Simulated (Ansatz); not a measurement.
Ideal-gas functions of CH4BClSi (`Cl[SiH]1BC1`) at 600 K and 1 bar, from an Ansatz frequency run at PBE0-D4/def2-TZVP.

Molar mass 90.39 g/mol, point group C1 (symmetry number 1), electronic degeneracy 1, moments of inertia 38.02, 205.265, 209.536 u Å². Harmonic wavenumbers (cm⁻¹, unscaled): 161, 203, 316, 504, 557, 610, 653, 738, 787, 861, 875, 990, 1182, 1442, 2267, 2715, 3083, 3157.

Use S(trans) = R[1.5 ln M + 2.5 ln T − 1.1517]; rotational temperatures θ = 24.2544 K / I; S(rot) = R[ln(√π/σ · √(T³/θAθBθC)) + 1.5]; for each mode x = 1.438777 ν̃/T, S = R[x/(eˣ − 1) − ln(1 − e⁻ˣ)] and H = RT x/(eˣ − 1); 1 cm⁻¹ = 0.0119627 kJ/mol; R = 8.31446 J/(mol·K).

Question: By hand: the entropy, in J/(mol·K).

Answer: Translation 179.6. Rotation: θ = 0.6379, 0.1182, 0.1158 K, giving 116.7. Vibration, mode by mode: 16.28, 14.38, 10.82, 7.23, 6.50, 5.86, 5.39, 4.58, 4.17, 3.62, 3.53, 2.84, 1.97, 1.20, 0.23, 0.09, 0.04, 0.04, in all 88.8. Electronic 0.0. Sum 385.1 J/(mol·K).

Question: By hand: H − E and G − E in kJ/mol, counted from the electronic energy.

Answer: Zero-point energy ½ × 21101 × 0.0119627 = 126.2; thermal vibration 29.8; translation, rotation and pV give 4 RT = 20.0. H − E = 176.0 kJ/mol, and G − E = 176.0 − 600 × 385.1/1000 = -55.1 kJ/mol.

Vibration gives 23 % of the entropy. The sum counts one conformer and one mirror image; others add a mixing term.
